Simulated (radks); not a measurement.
Values are calculated unless marked as measured or tabulated.
Task: Dipole-allowed excitations along the series with 28 electrons in [Ar] 3d10. Code: a radial shooting solver on a logarithmic mesh with Libxc functionals. Model: scalar-relativistic Kohn-Sham, LB94 model potential, spin-unpolarised, spherical densities, finite nucleus; Fermi nuclear charge, rms radius of each element as measured or else 0.836 A^(1/3) + 0.57 fm. Time-dependent linear response with the Hartree and adiabatic LDA kernel, continuum included through the Sternheimer equations, no spin-orbit coupling, so fine structure and intercombination lines are absent. Lines are the poles of the dipole polarisability below minus the highest occupied eigenvalue, found on a grid refined at the orbital gaps; the lowest seven at most are given, and weak or close lines can be missed. The first line takes the name of the lowest orbital gap if no other gap lies below it; otherwise a line is named after a gap within 0.6 % of it, if that gap stands alone.

| species | -e(HOMO) (eV) | lowest orbital gap (eV) | first line (eV) | f | strongest line (eV) | its f | static alpha (bohr^3) |
|---|---|---|---|---|---|---|---|
| Zr12+ | 423.92 | 3d-4p 184.89 | 186.89 (3d-4p) | 0.535 | 275.68 (unassigned) | 2.91 | 0.08698 |
| Mo14+ | 538.98 | 3d-4p 234.81 | 237.09 (3d-4p) | 0.516 | 341.58 (unassigned) | 3.43 | 0.06027 |
| Tc15+ | 601.17 | 3d-4p 261.75 | 264.17 (3d-4p) | 0.507 | 376.59 (unassigned) | 3.68 | 0.05091 |
| Ru16+ | 666.46 | 3d-4p 290.00 | 292.57 (3d-4p) | 0.499 | 412.97 (unassigned) | 3.93 | 0.04336 |

Estimate the first line of Nb13+, its oscillator strength and the static polarisability.

Result: 211.33 eV (3d-4p), f = 0.525, alpha = 0.07202 bohr^3.
